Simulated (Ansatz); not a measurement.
Reaction (cleavage of the Si–Si bond): `O[SiH2][SiH2][SiH2]Cl` + `S[SiH2]Cl` → `O[SiH2]S[SiH2]Cl` + `[SiH3][SiH2]Cl`

Computed with Ansatz on PBE0-D4/def2-TZVP structures; ΔE is electronic, products minus reactants. CBS: MP2 limit from def2 TZ/QZ plus the TZ coupled-cluster correction, frozen cores. Functionals use def2-TZVPP. B3LYP here is the variant with VWN-RPA as its local correlation; programs differ in this. One conformer a species, not always the lowest.

```
             level  ΔE (kJ/mol)  difference from CCSD(T)/CBS
            PBE-D4        -68.6                         11.7
         r2SCAN-D4        -77.6                          2.7
           PBE0-D4        -73.2                          7.1
          B3LYP-D4        -78.5                          1.8
           ωB97X-V        -78.6                          1.7
            B2PLYP        -78.2                          2.1
               PBE        -64.4                         15.9
            r2SCAN        -76.8                          3.5
             B3LYP        -71.4                          8.9
     HF/def2-TZVPP        -82.9                         -2.6
SCS-MP2/def2-TZVPP        -85.4                         -5.1
   CCSD/def2-TZVPP        -77.2                          3.1
     HF/def2-QZVPP        -82.9                         -2.6
    MP2/def2-QZVPP        -89.6                         -9.3
     MP2/CBS(def2)        -90.7                        -10.4
    CCSD/CBS(def2)        -79.8                          0.5
       CCSD(T)/CBS        -80.3                            0
```

Largest T1 diagnostic among the species: 0.012.

From PBE to PBE0 (25 % exact exchange), in def2-TZVPP and without D4, ΔE moves by −5.2 kJ/mol. The D4 term adds −7.1 kJ/mol with B3LYP and −3.6 kJ/mol with PBE0; it sums over pairs of atoms, weighted by their polarisabilities, and B3LYP, whose exchange is more repulsive, gets the larger term.
